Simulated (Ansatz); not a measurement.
Energy difference 2 R1 + 0.5 R2 → P1 + P2, each structure at its B3LYP-D3(BJ)/def2-TZVP stationary point, reached from a drawn start (curvature not checked).
P1, Cl2 (SMILES ClCl) (charge 0, multiplicity 1):
```xyz
2

Cl     0.000     0.000     1.007
Cl     0.000     0.000    -1.007
```
P2: H2O (SMILES O), charge 0, multiplicity 1.
R1, HCl (SMILES Cl) (charge 0, multiplicity 1):
```xyz
2

Cl     0.00000     0.00000     0.64101
H      0.00000     0.00000    -0.64101
```
R2: O2 (SMILES O=O), charge 0, multiplicity 3.

P less R. No zero-point or thermal terms; singlets are restricted closed shells; open shells are unrestricted; no spin–orbit coupling.

Cores are frozen in the correlated methods.

The values were computed with Ansatz (a first-principles code) with Gaussian orbitals. No computed number here is a measurement.

Total energies in hartree:

| structure | PBE/def2-TZVPP | PBE0/def2-TZVPP | CCSD(T)/cc-pV(Q+d)Z |
|---|---|---|---|
| P1 | -920.021287 | -920.089172 | -919.479309 |
| P2 | -76.380147 | -76.380766 | -76.359711 |
| R1 | -460.627412 | -460.665459 | -460.363836 |
| R2 | -150.248611 | -150.235395 | -150.173871 |

Question: Work out the reaction energy at each level in eV (1 hartree = 27.21139 eV), and say how far PBE/def2-TZVPP lies from CCSD(T)/cc-pV(Q+d)Z.

Answer: 
- PBE/def2-TZVPP: (-920.021287) + (-76.380147) − 0.5 × (-150.248611) − 2 × (-460.627412) = -0.022305 hartree = -0.607 eV
- PBE0/def2-TZVPP: (-920.089172) + (-76.380766) − 0.5 × (-150.235395) − 2 × (-460.665459) = -0.021322 hartree = -0.580 eV
- CCSD(T)/cc-pV(Q+d)Z: (-919.479309) + (-76.359711) − 0.5 × (-150.173871) − 2 × (-460.363836) = -0.024412 hartree = -0.664 eV
PBE/def2-TZVPP less CCSD(T)/cc-pV(Q+d)Z: 0.057 eV. CCSD(T)/cc-pV(Q+d)Z is the level counted from, the highest shown, and no exact or measured value.
